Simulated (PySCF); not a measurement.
This PySCF input asks for the NMR shieldings of `C=CN(B(N)BC)C1CC1`, C6H14B2N2; the geometry comes from GFN2-xTB.

```python
import basis_set_exchange as bse
import numpy as np
from pyscf import gto, dft
from pyscf.prop import nmr

atoms = """
C    -2.172131    2.369659    0.114586
C    -0.926131    1.973054    0.359659
N    -0.298534    0.834639   -0.108792
B     1.093336    0.519722    0.097480
N     1.886330    1.363011    0.893892
B     1.790454   -0.817487   -0.630984
C     2.471314   -1.995739    0.175672
C    -1.112287   -0.012000   -0.930816
C    -2.227978   -0.806039   -0.310073
C    -1.006854   -1.502162   -0.831045
H    -2.539657    3.286636    0.538834
H    -2.860422    1.815847   -0.496230
H    -0.301106    2.591936    0.987649
H     1.580081    2.212228    1.337939
H     2.856977    1.172419    1.064251
H     1.910864   -0.887336   -1.801765
H     3.547414   -1.811325    0.168293
H     2.337295   -2.970079   -0.291755
H     2.173355   -2.076469    1.219148
H    -1.302715    0.401014   -1.919904
H    -2.347845   -0.739928    0.760149
H    -3.157480   -0.908413   -0.849810
H    -1.085445   -2.079545   -1.739253
H    -0.320572   -1.913878   -0.109455
"""
names = dict.fromkeys(["C", "N", "B", "H"], "pcSseg-1")
basis = {el: gto.basis.parse(bse.get_basis(n, elements=[el], fmt="nwchem")) for el, n in names.items()}
mol = gto.M(atom=atoms, basis=basis, charge=0, verbose=0)
mf = dft.RKS(mol, xc="PBE0")
mf.grids.level = 2
mf.grids.alignment = dft.numint.BLKSIZE   # the property module wants whole blocks of grid points
mf.conv_tol = 1e-9
mf.kernel()

calc = nmr.RKS(mf)   # GIAO
C = mf.mo_coeff
Co = C[:, mf.mo_occ > 0]
resp = mf.gen_response(singlet=True, hermi=2)
def vind(x):   # induced exchange potential for any number of trial vectors
    d = np.einsum("pi,xij,qj->xpq", C, 2 * x.reshape(-1, C.shape[1], Co.shape[1]), Co, optimize=True)
    return np.einsum("xpq,pi,qj->xij", resp(d - d.transpose(0, 2, 1)), C, Co, optimize=True).ravel()
mo1, _ = nmr.rhf.solve_mo1(calc, with_cphf=vind)
sigma = calc.kernel(mo1)
for i, s in enumerate(sigma):   # ppm
    print("%2d %-2s %9.2f" % (i, mol.atom_pure_symbol(i), np.trace(s) / 3))
```

Question: What does it print?

Answer: 
```
 0 C      95.40
 1 C      46.04
 2 N     124.90
 3 B      70.15
 4 N     194.63
 5 B       1.99
 6 C     168.94
 7 C     153.04
 8 C     177.08
 9 C     179.32
10 H      27.47
11 H      27.22
12 H      25.16
13 H      28.76
14 H      29.34
15 H      22.48
16 H      31.15
17 H      29.97
18 H      29.95
19 H      29.09
20 H      31.40
21 H      31.11
22 H      31.38
23 H      32.10
```

These numbers come from an equivalent density-fitted implementation of the same equations, which agrees with the script to about 0.01 ppm for H and up to a few tenths of a ppm for heavy atoms, so last digits may differ.

Size and cost of the density-fitted run: 240 basis functions, 100 s wall time on 1 thread of an Arm Neoverse N1, shared host; peak memory 1.1 GiB.
